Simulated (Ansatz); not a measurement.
System: C2H8GeO2, net charge 0, singlet state. 
Coordinates optimised at B3LYP-D3(BJ)/def2-TZVP (Ansatz, a program for electronic structure):
```
Ge
O 1 1.7830
C 2 1.4203 1 119.16
H 3 1.0908 2 107.75 1 -177.56
H 3 1.0946 4 108.64 2 121.25
H 3 1.0963 4 108.37 5 117.56
O 1 1.7830 2 109.42 3 -62.71
C 7 1.4203 1 119.16 2 -62.71
H 8 1.0908 7 107.75 1 -177.56
H 8 1.0946 9 108.64 7 121.25
H 8 1.0963 9 108.37 10 117.56
H 1 1.5349 2 104.09 3 178.61
H 1 1.5349 12 117.25 2 122.99
```

Property: vertical ionisation energy (to the doublet state of charge +1; each state is the SCF solution reached for its spin), in eV. Correlated levels leave the core frozen unless marked. Open shells are spin-unrestricted. Spin-orbit coupling is left out. The frozen core is the preceding noble-gas configuration, with the filled d and f shells of earlier blocks. Non-relativistic. 

```json
[
 {"level": "HF/aug-cc-pVDZ", "program": "Ansatz", "vertical ionisation energy (eV)": "9.09"},
 {"level": "SVWN5/def2-TZVPD", "program": "Ansatz", "vertical ionisation energy (eV)": "9.52"},
 {"level": "PBE/def2-TZVPD", "program": "Ansatz", "vertical ionisation energy (eV)": "9.37"},
 {"level": "PBE0/def2-TZVPD", "program": "Ansatz", "vertical ionisation energy (eV)": "9.85"},
 {"level": "wB97M-V/def2-TZVPD", "program": "Ansatz", "vertical ionisation energy (eV)": "10.24"},
 {"level": "wB97X-V/def2-TZVPD", "program": "Ansatz", "vertical ionisation energy (eV)": "10.26"},
 {"level": "MP2/aug-cc-pVDZ", "program": "Ansatz", "vertical ionisation energy (eV)": "10.73"},
 {"level": "SCS-MP2/aug-cc-pVDZ", "program": "Ansatz", "vertical ionisation energy (eV)": "10.62"},
 {"level": "CCSD(T)/aug-cc-pVDZ", "program": "Ansatz", "vertical ionisation energy (eV)": "10.28"}
]
```
